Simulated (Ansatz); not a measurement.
Geometry optimisation, RKS PBE-D4/6-31G* (Ansatz 0.2.0).

The input (input.yaml):

```yaml
crystal:
  periodic: [false, false, false]
  atoms:
    - { symbol: C, position_ang: [-1.4309, 0.0133, 0.9118] }
    - { symbol: Si, position_ang: [0.3282, 0.2563, 0.4928] }
    - { symbol: C, position_ang: [1.0914, -1.4224, 0.327] }
    - { symbol: B, position_ang: [0.5995, 1.2281, -1.1868] }
    - { symbol: O, position_ang: [-0.6558, 1.6523, -1.9329] }
    - { symbol: H, position_ang: [-1.5838, -0.4749, 1.8569] }
    - { symbol: H, position_ang: [-1.9523, -0.5105, 0.0944] }
    - { symbol: H, position_ang: [-1.9122, 1.0751, 0.9866] }
    - { symbol: H, position_ang: [0.9968, 1.0319, 1.6096] }
    - { symbol: H, position_ang: [2.13058, -1.36428, 0.09218] }
    - { symbol: H, position_ang: [0.93657, -1.99044, 1.28494] }
    - { symbol: H, position_ang: [0.53451, -2.01553, -0.45581] }
    - { symbol: H, position_ang: [1.5543, 1.4693, -1.626] }
    - { symbol: H, position_ang: [-0.9023, 0.9149, -2.4988] }
basis:
  gaussian: { orbitals: "6-31G*" }
hamiltonian:
  xc: pbe
  dispersion: d4
relax:
  f_tol: 0.015
  max_steps: 40
output:
  orbitals: {}
```

Run as:

```bash
$ ansatz run input.yaml --threads 2 --pin off --max-ram 3072MiB --backend cpu --events-out ev --progress --plain --runs-dir out
```

Question: Where does it end, and by what steps?

Answer: It converged. The force dipped under the threshold on the way, but the program's further checks kept it going. After 17 steps the energy has fallen by 1.585 eV; H14 moved furthest, 1.10 Å.

```csv
step,energy less start (eV),largest force component (eV/Å),accepted
0,0.0000,5.894,yes
1,-0.6273,2.417,yes
2,-0.8550,1.865,yes
3,-1.0483,3.124,yes
4,-1.3200,1.827,yes
5,-1.5170,0.784,yes
6,-1.5576,0.234,yes
7,-1.5683,0.266,yes
8,-1.5707,0.297,yes
9,-1.5743,0.375,yes
10,-1.5823,0.031,yes
11,-1.5714,0.508,no
12,-1.5833,0.014,yes
13,-1.5843,0.100,yes
14,-1.5848,0.054,yes
15,-1.5852,0.051,yes
16,-1.5854,0.028,yes
17,-1.5855,0.014,yes
```

```xyz
14
Properties=species:S:1:pos:R:3
C -1.529 0.022 0.778
Si 0.335 0.205 0.408
C 1.175 -1.503 0.404
B 0.602 1.193 -1.358
O -0.455 1.672 -2.084
H -1.692 -0.487 1.743
H -2.040 -0.579 0.003
H -2.035 1.002 0.840
H 0.948 1.022 1.522
H 2.256 -1.407 0.208
H 1.049 -2.009 1.376
H 0.748 -2.155 -0.377
H 1.681 1.409 -1.865
H -1.308 1.479 -1.643
```

The run took 46 s on 2 threads of Arm Neoverse V1, with other jobs on the host, peak memory 0.15 GiB.
